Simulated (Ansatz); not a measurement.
CH3FGeO, SMILES `C[O][Ge][F]`. The species carries charge 0 and has multiplicity 1.

```xyz
7

C    -0.178   -0.571   -0.564
O    -0.585   -0.294    0.761
Ge   -0.065    1.018    1.820
F     1.070    1.822    0.729
H     0.545    0.159   -0.933
H     0.270   -1.568   -0.598
H    -1.057   -0.566   -1.215
```

Question: List the harmonic frequencies (cm⁻¹, unscaled) at PBE0-D4/def2-TZVP in Ansatz. (Estimate.)

Answer: Computed: 90, 166, 187, 329, 612, 645, 1110, 1174, 1194, 1467, 1494, 1497, 3036, 3107, 3122.

Question: Is this a minimum?

Answer: Yes, all 15 modes are real.

Question: Give the ideal-gas thermochemistry at 298.15 K and 1 bar (rigid rotor, harmonic oscillator; point group Cs, symmetry number 1).

Answer: Zero-point energy 115.0 kJ/mol; H(298) − E = 132.0 kJ/mol; entropy 320.9 J/(mol·K), of which translation 168.8, rotation 107.4, vibration 44.6; G(298) − E = 36.4 kJ/mol. Modes under 100 cm⁻¹ are hindered rotations or soft bends, so the harmonic entropy is rough.

Question: Rotational constants (cm⁻¹)?

Answer: 0.2903, 0.1277, 0.09021.
